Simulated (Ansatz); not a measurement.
A nudged elastic band was laid between two geometries of BFH6N2Si2 (12 atoms, charge 0, multiplicity 1).

These are results of RKS PBE0/cc-pVDZ (Ansatz 0.2.0), not measurements.

* movable images: 9
* climbing image: yes
* spring: 5.0 eV/Å²
* optimiser: quadratic models (default)
* start path: through a guess of the saddle point
* force threshold: 0.05 eV/Å
* iteration limit: 47
* end points: relaxed

First end point:

```xyz
12
Properties=species:S:1:pos:R:3
N -0.042 -2.290 -0.048
Si -0.165 -0.682 0.583
F -0.262 -0.941 2.214
B -1.365 0.829 -0.034
Si 0.364 1.803 -0.457
N 1.180 0.311 0.083
H -0.678 -2.992 0.321
H 0.052 -2.396 -1.054
H -2.540 1.048 -0.150
H 0.711 3.021 0.356
H 0.648 2.134 -1.899
H 2.174 0.101 0.119
```

Last end point:

```xyz
12
Properties=species:S:1:pos:R:3
N -0.040 -2.295 -0.041
Si -0.165 -0.682 0.576
F -0.263 -0.929 2.209
B -1.366 0.830 -0.039
Si 0.364 1.807 -0.454
N 1.179 0.308 0.068
H 0.042 -2.411 -1.047
H -0.668 -2.996 0.342
H -2.541 1.046 -0.160
H 0.714 3.015 0.373
H 0.649 2.156 -1.891
H 2.172 0.097 0.098
```

(1) What changes between the two ends?

(2) What energy profile does the band end with?

(3) What is the geometry of the highest image?

(4) What are the harmonic wavenumbers there?

The band took 14 iterations and roughly 16 core-minutes.

Results:

(1) No bond is made or broken. The dihedral H8–N1–Si2–F3 goes from -179 to 45°. The two ends are copies of one structure, up to a mirror image or an exchange of like atoms.

(2) The forces met the threshold. The highest image is number 4 of 0 to 10, 14.4 kJ/mol above the ends, which have the same energy within 2 meV. A vibrational analysis at the climbing image gives one clearly imaginary mode, 213i cm⁻¹: a first-order saddle point.

```tsv
image	path coordinate (Å)	energy (kJ/mol)	dihedral H8–N1–Si2–F3 (°)
0	0.00	0.0	-179
1	0.43	1.8	-160
2	0.87	7.1	-138
3	1.30	12.4	-115
4	1.74	14.4	-95
5	2.12	13.0	-77
6	2.51	10.3	-59
7	2.89	7.9	-41
8	3.28	5.7	-21
9	3.66	2.8	18
10	4.05	0.0	45
```

(3) 
```xyz
12
Properties=species:S:1:pos:R:3
N -0.287 -2.299 -0.006
Si -0.147 -0.695 0.633
F -0.026 -0.866 2.276
B -1.375 0.783 0.014
Si 0.341 1.762 -0.466
N 1.190 0.299 0.082
H -1.055 -2.478 -0.646
H 0.549 -2.780 -0.323
H -2.554 0.993 -0.069
H 0.678 3.003 0.318
H 0.572 2.085 -1.919
H 2.191 0.137 0.139
```

(4) 213i, 64, 154, 246, 272, 283, 321, 381, 423, 515, 580, 654, 678, 718, 732, 772, 793, 825, 871, 882, 901, 969, 1093, 1548, 2164, 2170, 2701, 3588, 3627, 3687 cm⁻¹.

The run took 8.3 min on 2 threads of Arm Neoverse V2, on a shared host, peak memory 0.31 GiB.
